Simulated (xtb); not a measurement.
CH2N (SMILES C#[NH+]), charge +1, singlet, at a GFN2-xTB geometry; GFN2-xTB with GBSA(methanol) (xtb).

Here is a job for xtb.
```
$ xtb mol.xyz --gfn 2 --chrg 1 --gbsa methanol --json

# file mol.xyz
4

C     -0.00000000    -0.00000000    -0.60033820
N      0.00000000     0.00000000     0.53266727
H     -0.00000000    -0.00000000    -1.67488159
H      0.00000000     0.00000000     1.54823991
```

Problem. Write the output that xtb gives for this input, abridged.

Solution. 
```
   ID    Z sym.   atoms
    1    6 C      1
    2    7 N      2
    3    1 H      3, 4

           -------------------------------------------------
          |                Calculation Setup                |
           -------------------------------------------------

           -------------------------------------------------
          |                 G F N 2 - x T B                 |
           -------------------------------------------------

      * Solvation model:               GBSA
        Solvent                        methanol
        Parameter file                 internal GFN2-xTB/GBSA
        Dielectric constant                3.2700E+01
        Reference state                gsolv [1 M gas/solution]
        Free energy shift                  3.3569E-03 Eh       2.1065E+00 kcal/mol
        Temperature                        2.9815E+02 K
        Density                            7.9200E-01 kg/L
        Solvent mass                       3.2040E+01 g/mol
        Interaction kernel             Still
        Born radius scaling (c1)           1.6087E+00
        Born radii integrator          GBOBC
        Born offset                        5.6550E-04 a0       1.0686E-03 AA
        H-bond correction              true
        Ion screening                  false
        Surface tension                    1.0000E-05 Eh       1.5569E+01 dyn/cm
        Grid points                               230 per atom

          ...................................................
          :                      SETUP                      :
          :.................................................:
          :  # basis functions                  10          :
          :  # atomic orbitals                  10          :
          :  # shells                            6          :
          :  # electrons                        10          :
          :  max. iterations                   250          :
          :  Hamiltonian                  GFN2-xTB          :
          :  restarted?                      false          :
          :  GBSA solvation                   true          :
          :  PC potential                    false          :
          :  electronic temp.          300.0000000     K    :
          :  accuracy                    1.0000000          :
          :  -> integral cutoff          0.2500000E+02      :
          :  -> integral neglect         0.1000000E-07      :
          :  -> SCF convergence          0.1000000E-05 Eh   :
          :  -> wf. convergence          0.1000000E-03 e    :
          :  Broyden damping             0.4000000          :
          :  net charge                          1          :
          :  unpaired electrons                  0          :
          ...................................................

 iter      E             dE          RMSdq      gap      omega  full diag
   1     -5.6137242 -0.561372E+01  0.119E+01    8.30       0.0  T
   2     -5.6895531 -0.758288E-01  0.867E+00    7.91       1.0  T
   3     -5.7775253 -0.879722E-01  0.458E+00    7.71       1.0  T
   4     -5.7785190 -0.993754E-03  0.619E-01    7.25       1.0  T
   5     -5.7786163 -0.973156E-04  0.531E-01    7.38       1.0  T
   6     -5.7791318 -0.515494E-03  0.129E-01    7.36       1.0  T
   7     -5.7791503 -0.185113E-04  0.104E-01    7.37       1.0  T
   8     -5.7791829 -0.325985E-04  0.381E-03    7.36      13.1  T
   9     -5.7791830 -0.332920E-07  0.158E-03    7.36      31.6  T
  10     -5.7791830 -0.536330E-08  0.246E-04    7.36     202.9  T
  11     -5.7791830 -0.120680E-09  0.129E-04    7.36     386.5  T

   *** convergence criteria satisfied after 11 iterations ***

         :::::::::::::::::::::::::::::::::::::::::::::::::::::
         ::                     SUMMARY                     ::
         :::::::::::::::::::::::::::::::::::::::::::::::::::::
         :: total energy              -5.631902869134 Eh    ::
         :: total w/o Gsasa/hb        -5.621363864052 Eh    ::
[...]
         :: -> anisotropic ES         -0.037172852421 Eh    ::
         :: -> anisotropic XC          0.031609938297 Eh    ::
         :: -> dispersion             -0.000465886138 Eh    ::
         :: -> Gsolv                  -0.108092990293 Eh    ::
         ::    -> Gelec               -0.097553985211 Eh    ::
         ::    -> Gsasa               -0.005541340726 Eh    ::
         ::    -> Ghb                 -0.008354593879 Eh    ::
         ::    -> Gshift               0.003356929523 Eh    ::
         :: repulsion energy           0.147280122961 Eh    ::
         :: add. restraining           0.000000000000 Eh    ::
         :: total charge               1.000000000000 e     ::
         :::::::::::::::::::::::::::::::::::::::::::::::::::::

           -------------------------------------------------
          |                Property Printout                |
           -------------------------------------------------

    * Orbital Energies and Occupations

         #    Occupation            Energy/Eh            Energy/eV
      -------------------------------------------------------------
         1        2.0000           -0.7859486             -21.3867
         2        2.0000           -0.6832126             -18.5912
         3        2.0000           -0.6380018             -17.3609
         4        2.0000           -0.6380018             -17.3609
         5        2.0000           -0.6199269             -16.8691 (HOMO)
         6                         -0.3492863              -9.5046 (LUMO)
         7                         -0.3492863              -9.5046
         8                         -0.0923031              -2.5117
         9                          0.1484265               4.0389
        10                          1.2213086              33.2335
      -------------------------------------------------------------
                  HL-Gap            0.2706406 Eh            7.3645 eV
             Fermi-level           -0.4846066 Eh          -13.1868 eV

     #   Z          covCN         q      C6AA      α(0)
     1   6 C        1.837     0.131    27.937     8.539
     2   7 N        1.770     0.157    19.172     6.484
     3   1 H        0.926     0.314     0.669     1.279
     4   1 H        0.860     0.397     0.484     1.090

 Mol. C6AA /au·bohr⁶  :        124.628004
 Mol. C8AA /au·bohr⁸  :       2936.333499
 Mol. α(0) /au        :         17.390757

Wiberg/Mayer (AO) data.
largest (>0.10) Wiberg bond orders for each atom

 ---------------------------------------------------------------------------
     #   Z sym  total        # sym  WBO       # sym  WBO       # sym  WBO
 ---------------------------------------------------------------------------
     1   6 C    3.795 --     2 N    2.916     3 H    0.872
     2   7 N    3.741 --     1 C    2.916     4 H    0.815
     3   1 H    0.901 --     1 C    0.872
     4   1 H    0.842 --     2 N    0.815
 ---------------------------------------------------------------------------

Topologies differ in total number of bonds
Writing topology from bond orders to xtbtopo.mol

molecular dipole:
                 x           y           z       tot (Debye)
 q only:        0.000       0.000       0.178
   full:       -0.000      -0.000       0.110       0.279
molecular quadrupole (traceless):
                xx          xy          yy          xz          yz          zz
 q only:       -3.438       0.000      -3.438       0.000       0.000       6.875
  q+dip:       -5.002       0.000      -5.002       0.000       0.000      10.004
   full:       -3.839       0.000      -3.839       0.000       0.000       7.678

           -------------------------------------------------
          | TOTAL ENERGY               -5.631902869134 Eh   |
          | GRADIENT NORM               0.004115019459 Eh/α |
          | HOMO-LUMO GAP               7.364506739130 eV   |
           -------------------------------------------------

normal termination of xtb
```
